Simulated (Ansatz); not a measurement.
**Molecular dynamics of Cl$_{4}$H$_{2}$OW**

input.yaml

```yaml
crystal:
  periodic: [false, false, false]
  atoms:
    - { symbol: W, position_ang: [-0.08159, -0.104156, -0.018341] }
    - { symbol: H, position_ang: [0.207527, 0.280102, 1.607255] }
    - { symbol: Cl, position_ang: [2.256152, -0.141132, 0.328298] }
    - { symbol: Cl, position_ang: [-0.249671, 2.245715, 0.156529] }
    - { symbol: Cl, position_ang: [-2.345489, -0.193178, 0.378258] }
    - { symbol: Cl, position_ang: [-0.086766, -2.38679, 0.271344] }
    - { symbol: O, position_ang: [0.357319, 0.229075, -1.824556] }
    - { symbol: H, position_ang: [1.021617, 0.862765, -2.174585] }
basis:
  gaussian: { orbitals: def2-SVP }
hamiltonian:
  xc: pbe
md:
  timestep: 0.5
  n_steps: 200
  ensemble: nve
  temperature: 300.0
  initial_velocities: maxwell_boltzmann
  seed: 11729
```

Run as:

```bash
$ ansatz run input.yaml --threads 4 --pin off --max-ram 5120MiB --backend cpu --events-out ev --progress --plain --runs-dir out
```

It starts at the highest image of a converged band, a first-order saddle point between two minima.

Output, in part (one step line in 3, the closing report, with atoms numbered from 0):

```
md step     0: t =     0.00 fs  T =   300.0 K  F+E_penalty+E_count = -53962.44980336 eV  E_kin = 0.232668 eV  conserved = -53962.21713537 eV  (33 SCF iters)
md step     3: t =     1.50 fs  T =   285.9 K  F+E_penalty+E_count = -53962.43866432 eV  E_kin = 0.221710 eV  conserved = -53962.21695460 eV  (36 SCF iters)
md step     6: t =     3.00 fs  T =   268.1 K  F+E_penalty+E_count = -53962.42483822 eV  E_kin = 0.207965 eV  conserved = -53962.21687296 eV  (36 SCF iters)
md step     9: t =     4.50 fs  T =   260.1 K  F+E_penalty+E_count = -53962.41873486 eV  E_kin = 0.201740 eV  conserved = -53962.21699520 eV  (35 SCF iters)
md step    12: t =     6.00 fs  T =   246.9 K  F+E_penalty+E_count = -53962.40839511 eV  E_kin = 0.191472 eV  conserved = -53962.21692295 eV  (36 SCF iters)
md step    15: t =     7.50 fs  T =   235.4 K  F+E_penalty+E_count = -53962.39948102 eV  E_kin = 0.182529 eV  conserved = -53962.21695212 eV  (36 SCF iters)
md step    18: t =     9.00 fs  T =   220.3 K  F+E_penalty+E_count = -53962.38793875 eV  E_kin = 0.170882 eV  conserved = -53962.21705649 eV  (35 SCF iters)
md step    21: t =    10.50 fs  T =   189.9 K  F+E_penalty+E_count = -53962.36412000 eV  E_kin = 0.147251 eV  conserved = -53962.21686935 eV  (36 SCF iters)
md step    24: t =    12.00 fs  T =   170.8 K  F+E_penalty+E_count = -53962.34927326 eV  E_kin = 0.132462 eV  conserved = -53962.21681106 eV  (35 SCF iters)
md step    27: t =    13.50 fs  T =   171.3 K  F+E_penalty+E_count = -53962.34989049 eV  E_kin = 0.132885 eV  conserved = -53962.21700551 eV  (36 SCF iters)
md step    30: t =    15.00 fs  T =   165.3 K  F+E_penalty+E_count = -53962.34517425 eV  E_kin = 0.128227 eV  conserved = -53962.21694760 eV  (36 SCF iters)
md step    33: t =    16.50 fs  T =   157.2 K  F+E_penalty+E_count = -53962.33883118 eV  E_kin = 0.121904 eV  conserved = -53962.21692713 eV  (36 SCF iters)
md step    36: t =    18.00 fs  T =   149.5 K  F+E_penalty+E_count = -53962.33299576 eV  E_kin = 0.115977 eV  conserved = -53962.21701886 eV  (35 SCF iters)
md step    39: t =    19.50 fs  T =   132.8 K  F+E_penalty+E_count = -53962.31986783 eV  E_kin = 0.103000 eV  conserved = -53962.21686771 eV  (35 SCF iters)
md step    42: t =    21.00 fs  T =   128.4 K  F+E_penalty+E_count = -53962.31639551 eV  E_kin = 0.099561 eV  conserved = -53962.21683491 eV  (35 SCF iters)
md step    45: t =    22.50 fs  T =   138.5 K  F+E_penalty+E_count = -53962.32451752 eV  E_kin = 0.107434 eV  conserved = -53962.21708335 eV  (35 SCF iters)
md step    48: t =    24.00 fs  T =   129.8 K  F+E_penalty+E_count = -53962.31766757 eV  E_kin = 0.100676 eV  conserved = -53962.21699196 eV  (36 SCF iters)
md step    51: t =    25.50 fs  T =   112.4 K  F+E_penalty+E_count = -53962.30402783 eV  E_kin = 0.087153 eV  conserved = -53962.21687513 eV  (35 SCF iters)
md step    54: t =    27.00 fs  T =   103.3 K  F+E_penalty+E_count = -53962.29709027 eV  E_kin = 0.080118 eV  conserved = -53962.21697260 eV  (35 SCF iters)
md step    57: t =    28.50 fs  T =    91.7 K  F+E_penalty+E_count = -53962.28802718 eV  E_kin = 0.071127 eV  conserved = -53962.21690006 eV  (35 SCF iters)
md step    60: t =    30.00 fs  T =    87.4 K  F+E_penalty+E_count = -53962.28465198 eV  E_kin = 0.067813 eV  conserved = -53962.21683917 eV  (35 SCF iters)
md step    63: t =    31.50 fs  T =    95.3 K  F+E_penalty+E_count = -53962.29099217 eV  E_kin = 0.073925 eV  conserved = -53962.21706684 eV  (35 SCF iters)
md step    66: t =    33.00 fs  T =    86.0 K  F+E_penalty+E_count = -53962.28366083 eV  E_kin = 0.066672 eV  conserved = -53962.21698919 eV  (34 SCF iters)
md step    69: t =    34.50 fs  T =    69.2 K  F+E_penalty+E_count = -53962.27051093 eV  E_kin = 0.053667 eV  conserved = -53962.21684381 eV  (34 SCF iters)
md step    72: t =    36.00 fs  T =    66.7 K  F+E_penalty+E_count = -53962.26863892 eV  E_kin = 0.051702 eV  conserved = -53962.21693730 eV  (35 SCF iters)
md step    75: t =    37.50 fs  T =    67.8 K  F+E_penalty+E_count = -53962.26950617 eV  E_kin = 0.052585 eV  conserved = -53962.21692108 eV  (35 SCF iters)
md step    78: t =    39.00 fs  T =    74.6 K  F+E_penalty+E_count = -53962.27472732 eV  E_kin = 0.057855 eV  conserved = -53962.21687222 eV  (35 SCF iters)
md step    81: t =    40.50 fs  T =    89.3 K  F+E_penalty+E_count = -53962.28636590 eV  E_kin = 0.069291 eV  conserved = -53962.21707478 eV  (35 SCF iters)
md step    84: t =    42.00 fs  T =    86.0 K  F+E_penalty+E_count = -53962.28369092 eV  E_kin = 0.066732 eV  conserved = -53962.21695940 eV  (35 SCF iters)
md step    87: t =    43.50 fs  T =    79.4 K  F+E_penalty+E_count = -53962.27842529 eV  E_kin = 0.061617 eV  conserved = -53962.21680841 eV  (35 SCF iters)
md step    90: t =    45.00 fs  T =    91.6 K  F+E_penalty+E_count = -53962.28794697 eV  E_kin = 0.071005 eV  conserved = -53962.21694184 eV  (35 SCF iters)
md step    93: t =    46.50 fs  T =   105.6 K  F+E_penalty+E_count = -53962.29886448 eV  E_kin = 0.081913 eV  conserved = -53962.21695177 eV  (35 SCF iters)
md step    96: t =    48.00 fs  T =   119.6 K  F+E_penalty+E_count = -53962.30967118 eV  E_kin = 0.092786 eV  conserved = -53962.21688543 eV  (35 SCF iters)
md step    99: t =    49.50 fs  T =   138.3 K  F+E_penalty+E_count = -53962.32436038 eV  E_kin = 0.107274 eV  conserved = -53962.21708651 eV  (35 SCF iters)
md step   102: t =    51.00 fs  T =   137.2 K  F+E_penalty+E_count = -53962.32337764 eV  E_kin = 0.106410 eV  conserved = -53962.21696717 eV  (36 SCF iters)
md step   105: t =    52.50 fs  T =   133.1 K  F+E_penalty+E_count = -53962.32005530 eV  E_kin = 0.103263 eV  conserved = -53962.21679207 eV  (35 SCF iters)
md step   108: t =    54.00 fs  T =   151.4 K  F+E_penalty+E_count = -53962.33441029 eV  E_kin = 0.117451 eV  conserved = -53962.21695897 eV  (35 SCF iters)
md step   111: t =    55.50 fs  T =   169.1 K  F+E_penalty+E_count = -53962.34818905 eV  E_kin = 0.131158 eV  conserved = -53962.21703074 eV  (35 SCF iters)
md step   114: t =    57.00 fs  T =   174.1 K  F+E_penalty+E_count = -53962.35198038 eV  E_kin = 0.135063 eV  conserved = -53962.21691767 eV  (35 SCF iters)
md step   117: t =    58.50 fs  T =   177.7 K  F+E_penalty+E_count = -53962.35486502 eV  E_kin = 0.137830 eV  conserved = -53962.21703503 eV  (35 SCF iters)
md step   120: t =    60.00 fs  T =   168.2 K  F+E_penalty+E_count = -53962.34737939 eV  E_kin = 0.130444 eV  conserved = -53962.21693562 eV  (35 SCF iters)
md step   123: t =    61.50 fs  T =   160.5 K  F+E_penalty+E_count = -53962.34131321 eV  E_kin = 0.124507 eV  conserved = -53962.21680628 eV  (35 SCF iters)
md step   126: t =    63.00 fs  T =   172.9 K  F+E_penalty+E_count = -53962.35107001 eV  E_kin = 0.134091 eV  conserved = -53962.21697938 eV  (35 SCF iters)
md step   129: t =    64.50 fs  T =   180.4 K  F+E_penalty+E_count = -53962.35694728 eV  E_kin = 0.139889 eV  conserved = -53962.21705831 eV  (35 SCF iters)
md step   132: t =    66.00 fs  T =   171.6 K  F+E_penalty+E_count = -53962.34999317 eV  E_kin = 0.133096 eV  conserved = -53962.21689740 eV  (35 SCF iters)
md step   135: t =    67.50 fs  T =   166.4 K  F+E_penalty+E_count = -53962.34605979 eV  E_kin = 0.129087 eV  conserved = -53962.21697235 eV  (35 SCF iters)
md step   138: t =    69.00 fs  T =   159.6 K  F+E_penalty+E_count = -53962.34065668 eV  E_kin = 0.123746 eV  conserved = -53962.21691094 eV  (35 SCF iters)
md step   141: t =    70.50 fs  T =   159.6 K  F+E_penalty+E_count = -53962.34060334 eV  E_kin = 0.123788 eV  conserved = -53962.21681574 eV  (35 SCF iters)
md step   144: t =    72.00 fs  T =   178.1 K  F+E_penalty+E_count = -53962.35510635 eV  E_kin = 0.138105 eV  conserved = -53962.21700157 eV  (35 SCF iters)
md step   147: t =    73.50 fs  T =   187.8 K  F+E_penalty+E_count = -53962.36272787 eV  E_kin = 0.145658 eV  conserved = -53962.21706947 eV  (35 SCF iters)
md step   150: t =    75.00 fs  T =   180.1 K  F+E_penalty+E_count = -53962.35652951 eV  E_kin = 0.139676 eV  conserved = -53962.21685395 eV  (35 SCF iters)
md step   153: t =    76.50 fs  T =   182.8 K  F+E_penalty+E_count = -53962.35867658 eV  E_kin = 0.141743 eV  conserved = -53962.21693393 eV  (35 SCF iters)
md step   156: t =    78.00 fs  T =   188.6 K  F+E_penalty+E_count = -53962.36325176 eV  E_kin = 0.146289 eV  conserved = -53962.21696281 eV  (35 SCF iters)
md step   159: t =    79.50 fs  T =   193.2 K  F+E_penalty+E_count = -53962.36670771 eV  E_kin = 0.149843 eV  conserved = -53962.21686443 eV  (35 SCF iters)
md step   162: t =    81.00 fs  T =   207.7 K  F+E_penalty+E_count = -53962.37806348 eV  E_kin = 0.161057 eV  conserved = -53962.21700676 eV  (35 SCF iters)
md step   165: t =    82.50 fs  T =   211.3 K  F+E_penalty+E_count = -53962.38098550 eV  E_kin = 0.163898 eV  conserved = -53962.21708728 eV  (35 SCF iters)
md step   168: t =    84.00 fs  T =   195.4 K  F+E_penalty+E_count = -53962.36837694 eV  E_kin = 0.151540 eV  conserved = -53962.21683652 eV  (35 SCF iters)
md step   171: t =    85.50 fs  T =   193.4 K  F+E_penalty+E_count = -53962.36689644 eV  E_kin = 0.150011 eV  conserved = -53962.21688586 eV  (35 SCF iters)
md step   174: t =    87.00 fs  T =   201.9 K  F+E_penalty+E_count = -53962.37358896 eV  E_kin = 0.156592 eV  conserved = -53962.21699710 eV  (35 SCF iters)
md step   177: t =    88.50 fs  T =   205.1 K  F+E_penalty+E_count = -53962.37599699 eV  E_kin = 0.159084 eV  conserved = -53962.21691337 eV  (35 SCF iters)
md step   180: t =    90.00 fs  T =   212.0 K  F+E_penalty+E_count = -53962.38141111 eV  E_kin = 0.164440 eV  conserved = -53962.21697085 eV  (35 SCF iters)
md step   183: t =    91.50 fs  T =   214.5 K  F+E_penalty+E_count = -53962.38335111 eV  E_kin = 0.166342 eV  conserved = -53962.21700935 eV  (35 SCF iters)
md step   186: t =    93.00 fs  T =   209.2 K  F+E_penalty+E_count = -53962.37907181 eV  E_kin = 0.162267 eV  conserved = -53962.21680500 eV  (35 SCF iters)
md step   189: t =    94.50 fs  T =   222.1 K  F+E_penalty+E_count = -53962.38918031 eV  E_kin = 0.172287 eV  conserved = -53962.21689321 eV  (35 SCF iters)
md step   192: t =    96.00 fs  T =   242.3 K  F+E_penalty+E_count = -53962.40494243 eV  E_kin = 0.187892 eV  conserved = -53962.21705052 eV  (35 SCF iters)
md step   195: t =    97.50 fs  T =   248.2 K  F+E_penalty+E_count = -53962.40943734 eV  E_kin = 0.192475 eV  conserved = -53962.21696201 eV  (35 SCF iters)
md step   198: t =    99.00 fs  T =   251.4 K  F+E_penalty+E_count = -53962.41194312 eV  E_kin = 0.194980 eV  conserved = -53962.21696333 eV  (35 SCF iters)
md step   200: t =   100.00 fs  T =   253.4 K  F+E_penalty+E_count = -53962.41351716 eV  E_kin = 0.196504 eV  conserved = -53962.21701329 eV  (34 SCF iters)
Total energy: -53962.41358607 eV, -1983.0821222503 hartree
Atom 0 at    -0.060299    -0.106200     0.006467 Å, force     0.106750    -0.477954    -1.097760 eV/Å
Atom 1 at     0.007660     0.459466     1.565974 Å, force     0.085750     0.306206     0.447749 eV/Å
Atom 2 at     2.233558    -0.208931     0.287172 Å, force    -0.025500    -0.028864     0.555436 eV/Å
Atom 3 at    -0.261861     2.325085     0.062496 Å, force     0.046850    -0.148277     0.244371 eV/Å
Atom 4 at    -2.354919    -0.263511     0.331358 Å, force     0.303618     0.202586    -0.079999 eV/Å
Atom 5 at    -0.110535    -2.426796     0.294645 Å, force     0.151981     0.388776    -0.086703 eV/Å
Atom 6 at     0.310533     0.426926    -1.767749 Å, force    -0.602991     0.169746    -0.130545 eV/Å
Atom 7 at     0.471787     1.389529    -1.976162 Å, force    -0.066459    -0.412220     0.147452 eV/Å
Dipole moment:     0.071287     0.036137    -0.246588 e Å
```

All steps were run. The conserved energy stayed within 0.045 meV per atom of its start (net change 0.015 meV per atom), so the integration is sound. A run of 0.1 ps of so small a system gives no equilibrium averages. The orbitals stay closed-shell, which can raise the energy where a bond breaks towards radicals; this wasn't checked here.

The same pairs are bonded in the first frame and the last. Pairs count as bonded within 1.25 times the sum of covalent radii (0.12 Å more for H–H).

Last frame:

```xyz
8
Properties=species:S:1:pos:R:3
W -0.060 -0.106 0.006
H 0.008 0.460 1.566
Cl 2.234 -0.209 0.287
Cl -0.262 2.325 0.062
Cl -2.355 -0.264 0.331
Cl -0.111 -2.427 0.295
O 0.310 0.427 -1.768
H 0.472 1.389 -1.976
```

The run took 6.4 min on 4 threads of Arm Neoverse V2 (shared host), peak memory 0.2 GiB.
